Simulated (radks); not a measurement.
The numbers below are computed, except where a source is named.
The germanium ion Ge4+, configuration [Ne] 3s2 3p5.5 3d10 4p0.5 (fractional occupations, a model configuration).

Level of theory: scalar-relativistic Kohn-Sham, PBE, spin-polarised, spherical densities, finite nucleus; open shells are filled with parallel spins first; Fermi nuclear charge, rms radius 4.0742 fm (a radial shooting solver on a logarithmic mesh with Libxc functionals).

Energy parts (hartree):
total: -2092.69257
kinetic: 2130.69973
electron-nucleus: -4986.86474
Hartree: 841.38409
exchange-correlation: -77.91164

Orbitals (lengths in bohr, moments of r in powers of bohr):
orbital  occ.  eigenvalue (hartree)      <r>
1s up       1             -405.0140  0.04700
1s down     1             -405.0002  0.04700
2s up       1             -52.51401   0.2100
2s down     1             -52.50499   0.2100
2p up       3             -46.16703   0.1836
2p down     3             -46.15250   0.1837
3s up       1              -8.25260   0.6210
3s down     1              -8.21908   0.6213
3p up       3              -6.30385   0.6413
3p down   2.5              -6.27064   0.6417
3d up       5              -3.10155   0.7016
3d down     5              -3.07171   0.7017
4p up     0.5              -1.58921    1.967
4p down     0              -1.54962    1.950

The highest occupied level is 4p up at -43.244 eV. Spin moment in Bohr magnetons: 1.
